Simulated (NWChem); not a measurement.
System: CH₃AlCl, doublet; SMILES [CH3][Al][Cl]

The following NWChem deck was run.

```
start job
memory heap 200 mb stack 900 mb global 1100 mb
geometry units angstroms noautosym nocenter noautoz
  Al     0.707129     0.486531    -0.005178
  C     -0.452602     2.099825    -0.006854
  H     -1.080781     2.096369     0.893099
  H     -1.113982     2.071554    -0.882132
  H      0.126722     3.027724    -0.029868
  Cl    -0.304577    -1.410566     0.004501
end
basis spherical
  * library pcj-1
end
dft
  odft
  mult 2
  xc b3lyp
  iterations 150
end
property
  hyperfine
end
task dft property
```

Parts of the log:

```
             Northwest Computational Chemistry Package (NWChem) 7.3.0
             --------------------------------------------------------

                             Geometry "geometry" -> ""
                             -------------------------

 Output coordinates in angstroms (scale by  1.889725989 to convert to a.u.)

  No.       Tag          Charge          X              Y              Z
 ---- ---------------- ---------- -------------- -------------- --------------
    1 Al                  13.0000     0.70712900     0.48653100    -0.00517800
    2 C                    6.0000    -0.45260200     2.09982500    -0.00685400
    3 H                    1.0000    -1.08078100     2.09636900     0.89309900
    4 H                    1.0000    -1.11398200     2.07155400    -0.88213200
    5 H                    1.0000     0.12672200     3.02772400    -0.02986800
    6 Cl                  17.0000    -0.30457700    -1.41056600     0.00450100

 Effective nuclear repulsion energy (a.u.)     114.9970554171

                              NWChem Property Module
                              ----------------------

  itol2e modified to match energy
  convergence criterion.

                                 NWChem DFT Module
                                 -----------------

 Summary of "ao basis" -> "ao basis" (spherical)
 ------------------------------------------------------------------------------
       Tag                 Description            Shells   Functions and Types
 ---------------- ------------------------------  ------  ---------------------
 Al                          pcj-1                  13       31   6s5p2d
 C                           pcj-1                  11       27   5s4p2d
 H                           pcj-1                   6       10   4s2p
 Cl                          pcj-1                  13       31   6s5p2d

  itol2e modified to match energy
  convergence criterion.

            General Information
            -------------------
          SCF calculation type: DFT
          Wavefunction type:  spin polarized.
          No. of atoms     :     6
          No. of electrons :    39
           Alpha electrons :    20
            Beta electrons :    19
          Charge           :     0
          Spin multiplicity:     2
          Use of symmetry is: off; symmetry adaption is: off
          Maximum number of iterations: 150
          AO basis - number of functions:   119
                     number of shells:    55
          Convergence on energy requested:  1.00D-07
          Convergence on density requested:  1.00D-05
          Convergence on gradient requested:  5.00D-04

              XC Information
              --------------
                         B3LYP Method XC Potential
                     Hartree-Fock (Exact) Exchange  0.200
                        Slater Exchange Functional  0.800 local
                    Becke 1988 Exchange Functional  0.720 non-local
              Lee-Yang-Parr Correlation Functional  0.810
                  VWN I RPA Correlation Functional  0.190 local

             Grid Information
             ----------------
          Grid used for XC integration:  fine
          Radial quadrature: Mura-Knowles
          Angular quadrature: Lebedev.
          Tag              B.-S. Rad. Rad. Pts. Rad. Cut. Ang. Pts.
          ---              ---------- --------- --------- ---------
          Al                  1.25      123          10.0       770
          C                   0.70       70          10.0       590
          H                   0.35       60          11.0       590
          Cl                  1.00      123          12.0       770
          Grid pruning is: on
          Number of quadrature shells:   496
          Spatial weights used:  Erf1

      Superposition of Atomic Density Guess
      -------------------------------------

 Sum of atomic energies:        -740.11001342

      Non-variational initial energy
      ------------------------------

 Total energy =    -740.927818
 1-e energy   =   -1251.447973
 2-e energy   =     395.523099
 HOMO         =      -0.137878
 LUMO         =       0.015130

   convergence    iter        energy       DeltaE   RMS-Dens  Diis-err
 ---------------- ----- ----------------- --------- --------- ---------
 d= 0,ls=0.0,diis     1   -742.1424690121 -8.57D+02  5.25D-03  4.62D-01
                                                     2.75D-03  4.52D-01
 d= 0,ls=0.0,diis     2   -742.1653172621 -2.28D-02  2.68D-03  5.07D-02
                                                     2.66D-03  5.12D-02
 d= 0,ls=0.0,diis     3   -742.1703426211 -5.03D-03  1.31D-03  5.20D-02
                                                     1.11D-03  5.05D-02
 d= 0,ls=0.0,diis     4   -742.1953017468 -2.50D-02  2.39D-04  2.64D-04
                                                     1.47D-04  2.20D-04
 d= 0,ls=0.0,diis     5   -742.1954648274 -1.63D-04  7.71D-05  8.17D-05
                                                     4.28D-05  6.90D-05
  Resetting Diis
 d= 0,ls=0.0,diis     6   -742.1955058828 -4.11D-05  2.90D-05  3.20D-06
                                                     2.55D-05  4.66D-06
 d= 0,ls=0.0,diis     7   -742.1955096960 -3.81D-06  1.39D-05  4.62D-07
                                                     6.35D-06  3.46D-07
 d= 0,ls=0.0,diis     8   -742.1955099757 -2.80D-07  3.21D-06  2.95D-07
                                                     4.42D-06  3.66D-07
 d= 0,ls=0.0,diis     9   -742.1955101482 -1.73D-07  2.93D-06  4.43D-08
                                                     1.23D-06  1.78D-08
 d= 0,ls=0.0,diis    10   -742.1955101765 -2.83D-08  1.63D-06  4.47D-09
                                                     1.31D-06  8.77D-09

         Total DFT energy =     -742.195510176545
      One electron energy =    -1254.368499277005
           Coulomb energy =      450.672477909500
    Exchange-Corr. energy =      -53.496544226134
 Nuclear repulsion energy =      114.997055417094

 Numeric. integr. density =       38.999999958056

                    DFT Final Alpha Molecular Orbital Analysis
                    ------------------------------------------

 Vector   18  Occ=1.000000D+00  E=-3.239040D-01
              MO Center= -2.5D-01, -1.3D+00,  3.9D-03, r^2= 1.4D+00
   Bfn.  Coefficient  Atom+Function         Bfn.  Coefficient  Atom+Function
  ----- ------------  ---------------      ----- ------------  ---------------
   106      0.544179  6 Cl pz               109      0.463113  6 Cl pz
   100     -0.236860  6 Cl pz               103      0.101507  6 Cl pz
    18      0.100332  1 Al pz                21      0.059373  1 Al pz
    97     -0.055136  6 Cl pz                48     -0.041737  2 C  pz
    12     -0.037034  1 Al pz                28     -0.036536  1 Al d -1

 Vector   19  Occ=1.000000D+00  E=-3.188916D-01
              MO Center= -1.3D-01, -8.5D-01,  1.9D-03, r^2= 2.8D+00
   Bfn.  Coefficient  Atom+Function         Bfn.  Coefficient  Atom+Function
  ----- ------------  ---------------      ----- ------------  ---------------
   105      0.388067  6 Cl py               104     -0.330806  6 Cl px
   108      0.316876  6 Cl py               107     -0.279163  6 Cl px
    99     -0.167853  6 Cl py                98      0.143284  6 Cl px
     5     -0.125892  1 Al s                 44      0.126481  2 C  py
    47      0.108318  2 C  py                 6     -0.100834  1 Al s

[...]

          ----------------------
          Hyperfine Interactions
          ----------------------

 Total Spin Density (Fermi Contact Term)
 ------------------ --------------------
     Atom            x         y         z       Density (a.u.)      Aiso(MHz)     Aiso(Gauss)
     1  27-Al     1.33628   0.91941  -0.00979       0.845596        985.650120     351.703879
     2  13-C     -0.85529   3.96809  -0.01295       0.116123        130.543951      46.581249
     3   1-H     -2.04238   3.96156   1.68771       0.001129          5.048376       1.801383
     4   1-H     -2.10512   3.91467  -1.66699       0.001316          5.883052       2.099216
     5   1-H      0.23947   5.72157  -0.05644      -0.002401        -10.731521      -3.829267
     6  35-Cl    -0.57557  -2.66558   0.00851       0.067966         29.800572      10.633567

           -------------------------------------------
           Anisotropic Interaction (Spin-Dipolar Term)
           -------------------------------------------

 ------------------------------------------------------------
     Atom            x         y         z
 ------------------------------------------------------------
     1  27-Al     1.33628   0.91941  -0.00979

   Spin-Dipolar term (a.u.)
        xx             yy             zz             xy             xz             yz
 ------------------------------------------------------------------------------------------
       0.698137      -0.351551      -0.346586      -0.159135      -0.002457       0.000491

   Principal Comp. of -hf- tensor (au)            Anisotropic -hfcc- (MHz)               Anisotropic -hfcc- (Gauss)
 --------------------------------------------------------------------------------------------------------------------------
      0.721737    -0.375146    -0.346591     100.420020   -52.196535   -48.223485      35.832300   -18.624990   -17.207309

   Orientation of the principal axis of Hyperfine Tensor w.r.t absolute (molecular) frame
 --------------------------------------------------------------------------------------------------------------------------
      0.989183     0.146654     0.002963
     -0.146666     0.989178     0.004014
     -0.002342    -0.004405     0.999988

 ------------------------------------------------------------
     Atom            x         y         z
 ------------------------------------------------------------
     2  13-C     -0.85529   3.96809  -0.01295

   Spin-Dipolar term (a.u.)
        xx             yy             zz             xy             xz             yz
 ------------------------------------------------------------------------------------------
       0.048961       0.069881      -0.118842      -0.171134      -0.000167      -0.000054

   Principal Comp. of -hf- tensor (au)            Anisotropic -hfcc- (MHz)               Anisotropic -hfcc- (Gauss)
 --------------------------------------------------------------------------------------------------------------------------
     -0.112028     0.230874    -0.118846     -15.033123    30.981142   -15.948019      -5.364183    11.054823    -5.690640

   Orientation of the principal axis of Hyperfine Tensor w.r.t absolute (molecular) frame
 --------------------------------------------------------------------------------------------------------------------------
      0.728155    -0.685198     0.017146
      0.685015     0.728357     0.015835
     -0.023338     0.000215     0.999728

 ------------------------------------------------------------
     Atom            x         y         z
 ------------------------------------------------------------
     3   1-H     -2.04238   3.96156   1.68771

   Spin-Dipolar term (a.u.)
        xx             yy             zz             xy             xz             yz
 ------------------------------------------------------------------------------------------
       0.001656      -0.006120       0.004464      -0.007991      -0.012197       0.000064

   Principal Comp. of -hf- tensor (au)            Anisotropic -hfcc- (MHz)               Anisotropic -hfcc- (Gauss)
 --------------------------------------------------------------------------------------------------------------------------
     -0.014173    -0.002507     0.016680      -7.562071    -1.337780     8.899850      -2.698330    -0.477352     3.175683

   Orientation of the principal axis of Hyperfine Tensor w.r.t absolute (molecular) frame
 --------------------------------------------------------------------------------------------------------------------------
      0.645739    -0.335445    -0.685929
      0.637392     0.731436     0.242347
      0.420419    -0.593699     0.686127

 ------------------------------------------------------------
     Atom            x         y         z
 ------------------------------------------------------------
     4   1-H     -2.10512   3.91467  -1.66699

   Spin-Dipolar term (a.u.)
        xx             yy             zz             xy             xz             yz
 ------------------------------------------------------------------------------------------
       0.002463      -0.006059       0.003596      -0.007543       0.012511       0.000579

   Principal Comp. of -hf- tensor (au)            Anisotropic -hfcc- (MHz)               Anisotropic -hfcc- (Gauss)
 --------------------------------------------------------------------------------------------------------------------------
     -0.014166    -0.002462     0.016628      -7.558277    -1.313698     8.871975      -2.696977    -0.468759     3.165736

   Orientation of the principal axis of Hyperfine Tensor w.r.t absolute (molecular) frame
 --------------------------------------------------------------------------------------------------------------------------
      0.631347    -0.314682     0.708786
      0.620652     0.753020    -0.218521
     -0.464965     0.577872     0.670725

 ------------------------------------------------------------
     Atom            x         y         z
 ------------------------------------------------------------
     5   1-H      0.23947   5.72157  -0.05644

   Spin-Dipolar term (a.u.)
        xx             yy             zz             xy             xz             yz
 ------------------------------------------------------------------------------------------
      -0.004950       0.020166      -0.015216       0.001776      -0.000169      -0.000554

   Principal Comp. of -hf- tensor (au)            Anisotropic -hfcc- (MHz)               Anisotropic -hfcc- (Gauss)
 --------------------------------------------------------------------------------------------------------------------------
     -0.005073     0.020300    -0.015227      -2.706804    10.831027    -8.124223      -0.965853     3.864773    -2.898920

   Orientation of the principal axis of Hyperfine Tensor w.r.t absolute (molecular) frame
 --------------------------------------------------------------------------------------------------------------------------
      0.997432     0.070268     0.013825
     -0.070473     0.997402     0.014952
     -0.012738    -0.015888     0.999793

 ------------------------------------------------------------
     Atom            x         y         z
 ------------------------------------------------------------
     6  35-Cl    -0.57557  -2.66558   0.00851

   Spin-Dipolar term (a.u.)
        xx             yy             zz             xy             xz             yz
 ------------------------------------------------------------------------------------------
       0.458816      -0.118313      -0.340504       0.388008      -0.003868      -0.001969

   Principal Comp. of -hf- tensor (au)            Anisotropic -hfcc- (MHz)               Anisotropic -hfcc- (Gauss)
 --------------------------------------------------------------------------------------------------------------------------
      0.653820    -0.313298    -0.340523      34.219405   -16.397254   -17.822150      12.210314    -5.850938    -6.359376

   Orientation of the principal axis of Hyperfine Tensor w.r.t absolute (molecular) frame
 --------------------------------------------------------------------------------------------------------------------------
      0.893514    -0.449022     0.003522
      0.449015     0.893520     0.002712
     -0.004365    -0.000841     0.999990
```

Level: B3LYP/pcJ-1, spin-unrestricted, contact and dipolar terms. The geometry was optimised at B3LYP/6-31G* (spherical d), spin-unrestricted. The spin multiplicity was typed, not searched, and may not be the lowest. No stability test was run on the SCF state. B3LYP is NWChem's, with the RPA form of VWN correlation.
